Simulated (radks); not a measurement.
Ionisation of neutral technetium, [Kr] 4d5 5s2, to [Kr] 4d5 5s1 as the strength of local exchange is varied. Method: Dirac Kohn-Sham, Slater X-alpha exchange (alpha = 2/3 is LDA exchange), no correlation, spin-unpolarised, spherical densities, finite nucleus; open shells fill j = l - 1/2 first; Fermi nuclear charge, rms radius 4.4112 fm; computed with a radial shooting solver on a logarithmic mesh with Libxc functionals.

| alpha | E(Tc) (hartree) | exchange (hartree) | IE (eV) | -e of the level emptied (eV) | <r> of it (bohr) |
|---|---|---|---|---|---|
| 0.607 | -4267.17969 | -109.00518 | 7.054 | 3.973 (5s1/2) | 3.401 |
| 0.667 | -4277.96784 | -120.07654 | 7.418 | 4.300 (5s1/2) | 3.348 |
| 0.718 | -4287.15873 | -129.52890 | 7.734 | 4.587 (5s1/2) | 3.304 |
| 0.752 | -4293.29669 | -135.85173 | 7.948 | 4.782 (5s1/2) | 3.275 |
| 0.829 | -4307.22896 | -150.23390 | 8.443 | 5.237 (5s1/2) | 3.212 |
| 0.928 | -4325.20622 | -168.85309 | 9.100 | 5.845 (5s1/2) | 3.135 |
| 0.954 | -4329.93951 | -173.76678 | 9.276 | 6.010 (5s1/2) | 3.115 |

NIST Atomic Spectra Database: 7.119 eV (measured). The Delta-SCF value meets it near alpha = 0.62. Spin polarisation and multiplet splitting are left out, so open shells lie too high by an amount that depends on their filling.

Beside tabulated values, note that spin-unpolarised runs miss the spin-polarisation part of the exchange energy of open shells.
